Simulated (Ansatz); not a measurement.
**Energy profile**

The step: SiH₃Cl ([SiH3][Cl]) + NH₃ + NH₃ → SiNH₅ ([NH2][SiH3]) + HCl + NH₃ (still joined by a long H–N bond); bonds formed: Cl2–H8, H6–N9; bonds broken: Si1–Cl2, H6–N7; bonds weakened to dative contacts: H8–N9 (atoms numbered as in the saddle structure below).

Si1  (-0.979, 0.536, -1.204)
Cl2  (-0.997, -2.020, -0.004)
H3  (0.088, -0.161, -1.950)
H4  (-2.371, 0.112, -1.431)
H5  (-0.901, 1.959, -1.688)
H6  (0.647, 0.221, 0.706)
N7  (-0.521, 0.820, 0.524)
H8  (0.926, -1.466, 0.534)
N9  (1.553, -0.664, 0.786)
H10  (-0.572, 1.795, 0.799)
H11  (-1.119, 0.244, 1.113)
H12  (2.301, -0.578, 0.107)
H13  (1.946, -0.799, 1.709)
(Å)

Electronic energies by CCSD(T) at an estimated basis limit (MP2 extrapolated from triple and quadruple zeta, plus CCSD(T) − MP2 in triple zeta), on PBE0-D4/def2-TZVP structures; SiN₂H₉Cl, closed shell; no counterpoise correction. Computed with Ansatz 0.2.0 (basis: def2-TZVPP and def2-QZVPP); correlated methods freeze the cores. Extrapolation: Hartree–Fock as exp(−7.88 √X), correlation as X^−2.97.

Give the profile in kcal/mol, counted from the separated reactants. (Judge from chemistry; the value comes from the calculation.)

The calculation gives:
| point | kcal/mol |
| --- | --- |
| separated: SiH₃Cl (linked as [SiH3][Cl]; Si1, Cl2, H3, H4, H5; singlet) + NH₃ (H6, N7, H10, H11; singlet) + NH₃ (H8, N9, H12, H13; singlet) | 0.00 |
| start structure | -2.19 |
| saddle | 3.52 |
| end structure | -2.38 |
| separated: SiNH₅ (linked as [NH2][SiH3]; Si1, H3, H4, H5, N7, H10, H11; singlet) + HCl (Cl2, H8; singlet) + NH₃ (H6, N9, H12, H13; singlet) | 12.34 |

No T1 diagnostic of these runs exceeds 0.010.

The step is the kind of exchange with an N–H group that builds nitride films in atomic layer and chemical vapour deposition.

For scale, one of the runs: CCSD(T)/def2-TZVPP, 272 basis functions, launched by `ansatz run in.yaml --threads 8 --pin off --events-out ev --progress --plain --max-ram 19148MiB`. Hardware: 8 CPU threads of an Arm Neoverse V2, shared host. Wall time 94 s; peak host memory 7 GiB.
